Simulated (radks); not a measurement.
Q: The mean radii <r> (bohr) of the occupied orbitals of an atom or ion are listed with their occupations. All-electron calculation, Dirac Kohn-Sham, PBE, spin-unpolarised, spherical densities, finite nucleus; Fermi nuclear charge, rms radius of each element as measured or else 0.836 A^(1/3) + 0.57 fm. Program: a radial shooting solver on a logarithmic mesh with Libxc functionals.

| orbital | occ. | <r> |
|---|---|---|
| 1s1/2 | 2 | 0.02507 |
| 2s1/2 | 2 | 0.1070 |
| 2p1/2 | 2 | 0.08991 |
| 2p3/2 | 4 | 0.09601 |
| 3s1/2 | 2 | 0.2848 |
| 3p1/2 | 2 | 0.2747 |
| 3p3/2 | 4 | 0.2867 |
| 3d3/2 | 4 | 0.2577 |
| 3d5/2 | 6 | 0.2615 |
| 4s1/2 | 2 | 0.6542 |
| 4p1/2 | 2 | 0.6746 |
| 4p3/2 | 4 | 0.7016 |
| 4d3/2 | 4 | 0.7621 |
| 4d5/2 | 6 | 0.7717 |
| 5s1/2 | 2 | 1.558 |
| 5p1/2 | 2 | 1.750 |
| 5p3/2 | 4 | 1.831 |
| 6s1/2 | 2 | 4.430 |
| 5d3/2 | 1 | 2.969 |

Name the element and its charge. Open shells, if any, fill j = l - 1/2 first.

A: Z = 57, lanthanum, charge 0: La in [Xe] 5d1 6s2. The 1s radius gives Z: for a bare nucleus <r> = (2 gamma + 1)/(2Z) with gamma = sqrt(1 - (Z/c)^2), 0.02473 bohr for Z = 57, and screening makes it slightly larger (0.02507 here). The occupations add up to 57, and the charge is Z minus that.
